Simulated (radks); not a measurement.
Question: In3+, configuration [Kr] 4d10 (the NIST ground configuration). Method: non-relativistic Kohn-Sham, r2SCAN, spin-polarised, spherical densities, point nucleus; meta-GGA in the generalised Kohn-Sham scheme; relativity is left out, which matters for an element this heavy; computed with a radial shooting solver on a logarithmic mesh with Libxc functionals. Some entries of the table are withheld. Estimate them.

orbital  occ.  eigenvalue (eV)  <r^2> (bohr^2)
1s          2        -26875.97        0.001291
2s          2              (1)             (2)
2p          6        -3710.869         0.01599
3s          2        -780.6020          0.1486
3p          6        -671.9831             (3)
3d         10              (4)          0.1248
4s          2        -143.0124          0.8762
4p          6        -107.3363          0.9991
4d         10         -48.9395           1.527

Answer: 
(1) 2s eigenvalue (eV): -3975.045
(2) 2s <r^2> (bohr^2): 0.02119
(3) 3p <r^2> (bohr^2): 0.1439
(4) 3d eigenvalue (eV): -471.6716
